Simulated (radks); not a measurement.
Values are calculated unless marked as measured or tabulated.
Task: The mean radii <r> (bohr) of the occupied orbitals of an atom or ion are listed with their occupations. Code: a radial shooting solver on a logarithmic mesh with Libxc functionals. Model: Dirac Kohn-Sham, LDA (Slater exchange, Perdew-Wang correlation), spin-unpolarised, spherical densities, finite nucleus; Fermi nuclear charge, rms radius of each element as measured or else 0.836 A^(1/3) + 0.57 fm.

| orbital | occ. | <r> |
|---|---|---|
| 1s1/2 | 2 | 0.02113 |
| 2s1/2 | 2 | 0.08930 |
| 2p1/2 | 2 | 0.07441 |
| 2p3/2 | 4 | 0.08147 |
| 3s1/2 | 2 | 0.2344 |
| 3p1/2 | 2 | 0.2240 |
| 3p3/2 | 4 | 0.2374 |
| 3d3/2 | 4 | 0.2098 |
| 3d5/2 | 6 | 0.2140 |
| 4s1/2 | 2 | 0.5267 |
| 4p1/2 | 2 | 0.5358 |
| 4p3/2 | 4 | 0.5653 |
| 4d3/2 | 4 | 0.5915 |
| 4d5/2 | 6 | 0.6015 |
| 5s1/2 | 2 | 1.197 |
| 5p1/2 | 2 | 1.298 |
| 5p3/2 | 4 | 1.369 |
| 4f5/2 | 6 | 0.6986 |
| 6s1/2 | 2 | 2.591 |

Name the element and its charge. Open shells, if any, fill j = l - 1/2 first.

Result: Z = 66, dysprosium, charge +4: Dy4+ in [Xe] 4f6 6s2. The 1s radius gives Z: for a bare nucleus <r> = (2 gamma + 1)/(2Z) with gamma = sqrt(1 - (Z/c)^2), 0.02085 bohr for Z = 66, and screening makes it slightly larger (0.02113 here). The occupations add up to 62, and the charge is Z minus that.
